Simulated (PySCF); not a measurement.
Acid–base and redox partners of C[GeH3]. Gas-phase values, no solvent. Strings in code marks are SMILES.

Quantity: electronic energy of isomers of CH5Ge, doublet states, relative to `[CH3][GeH2]`, in kcal/mol. HF references are unrestricted for open shells and restricted for singlets.

Level 1: PBE-D3(BJ)/def2-TZVP // PBE0-D3(BJ)/def2-TZVP (PySCF)
Level 2: PBE/6-31G* // PBE0-D3(BJ)/def2-TZVP (PySCF)
Level 3: HF/3-21G // PBE0-D3(BJ)/def2-TZVP (PySCF)
Level 4: HF/STO-3G // PBE0-D3(BJ)/def2-TZVP (PySCF)

```json
[
 {"species": "`[CH2][GeH3]`", "level 2": "22.5", "level 3": "15.3", "level 4": "4.26"}
]
```

Question: What does level 1 give for each?

Answer: 
- `[CH2][GeH3]`: 21.0
